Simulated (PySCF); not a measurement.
# Vertical excitation energies

Compound: C6H9N2 (charge +1).
SMILES with atom numbers: `[CH3:1][c:2]1[cH:3][n+:4]([CH3:5])[cH:6][cH:7][n:8]1` (hydrogens: H9, H10, H11 on C1; H12 on C3; H13, H14, H15 on C5; H16 on C6; H17 on C7)

Theory: PySCF 2.14.0, density-fitted response routines, TDDFT CAM-B3LYP/def2-SVPD, vertical, gas phase, core orbitals frozen in the response. Isolated species at its PBE0-D3(BJ)/def2-SVP geometry, gas phase.

List the vertical singlet excitations with oscillator strengths and describe the spectrum.

```
state  E (eV)  E (kJ/mol)  λ (nm)       f  |μ| (D)  main configurations (H = HOMO, L = LUMO)
   S1    3.88         374   319.6  0.0023     0.40                    H→L (88%), H-1→L (10%)
   S2    4.96         479   249.8   0.141     2.74                     H-1→L (84%), H→L (9%)
   S3    5.16         498   240.1  0.0000     0.02                H→L+1 (89%), H-1→L+1 (10%)
   S4    6.31         608   196.6   0.048     1.41                H-1→L+1 (58%), H-2→L (33%)
   S5    7.16         691   173.2   0.484     4.22                H-2→L (63%), H-1→L+1 (29%)
   S6    7.34         708   169.0  0.0027     0.31                  H-5→L (74%), H-3→L (21%)
   S7    7.54         728   164.3  0.0045     0.40                  H-3→L (74%), H-5→L (23%)
   S8    7.84         756   158.2   0.216     2.69                H-2→L+1 (50%), H-4→L (44%)
   S9    8.08         780   153.4   0.204     2.58                H-4→L (53%), H-2→L+1 (41%)
  S10    8.30         801   149.4  0.0006     0.14                H-1→L+2 (79%), H→L+2 (12%)
```

Triplets, Tamm–Dancoff:

```csv
state,E (eV),λ (nm),"main configurations (H = HOMO, L = LUMO)"
T1,3.17,391.5,H→L (87%)
T2,3.38,366.5,H-1→L (89%)
T3,4.27,290.0,"H-1→L+1 (61%), H-2→L (23%)"
T4,5.00,248.1,"H-2→L (67%), H-1→L+1 (19%), H→L+1 (9%)"
```

The lowest singlet comes at 320 nm (374 kJ/mol) in the ultraviolet; it is very weak; its leading configuration is HOMO→LUMO (88%). The strongest level in the table is S5 at 7.16 eV (173 nm, f = 0.484). Löwdin shares by element: HOMO nitrogen 56% or more, carbon 27% or more (atoms not listed hold the other 18%); LUMO nitrogen 44%, carbon 28% or more (atoms not listed hold the other 28%). Orbital energies (eV): HOMO-3 -16.72, HOMO-2 -15.88, HOMO-1 -14.13, HOMO -14.10, LUMO -6.19, LUMO+1 -4.81, LUMO+2 -2.88. Of the 10 states listed, 5 reach f = 0.01 and 1 stays under 0.0005. Weighted by f, the mean energy of these states is 7.14 eV. The vertical ionisation energy (ΔSCF) is 14.87 eV, 6.57 eV above S10. Singlets were solved by full linear response, triplets in the Tamm–Dancoff approximation.

Hardware: one thread of an Arm Neoverse V1, no GPU, shared host. Cost: 4.9 min wall.
